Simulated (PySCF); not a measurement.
## SnS: from constants to spectrum

RHF-CCSD(T) constants of SnS, ¹Σ⁺ (singlet), closed shell (PySCF, spin-free X2C with a Gaussian nucleus, basis sets Sn x2c-TZVPPall, S x2c-TZVPPall; masses 119.9022 and 31.9721 u):

- ωe: 487.4 cm⁻¹
- ωexe: 1.32 cm⁻¹
- Be: 0.13544 cm⁻¹
- αe: 0.000488 cm⁻¹
- D (centrifugal): 4.18e-08 cm⁻¹
- De to Sn + S: 4.83 eV

(1) Estimate the standard entropy (1 bar) and heat capacity of the ideal gas at 1500 K, rigid rotor with B0 and harmonic oscillator at the fundamental.

Measured values (Huber and Herzberg, Constants of Diatomic Molecules (1979)): ωe = 487.26 cm⁻¹, ωexe = 1.358 cm⁻¹, Be = 0.13686139 cm⁻¹, αe = 0.00050563 cm⁻¹.

Correlated steps freeze 23 core orbitals. Spin–orbit coupling is left out, which matters for elements this heavy, above all for dissociation energies. Where the molecule has an RHF reference, its open-shell atoms are computed with UHF. The CCSD T1 diagnostic is raised, a sign that a single reference may not be enough here.

Results:

(1) Translation (Sackur–Tetrode, M = 151.87 u): 205.1 J/(mol K). Rotation: q = kT/(σB0) = 7710 with σ = 1, 82.7. Vibration: x = hcν0/kT = 0.465, 14.76. S° = 302.6 J/(mol K); Cp = 7R/2 + 8.17 = 37.3 J/(mol K).
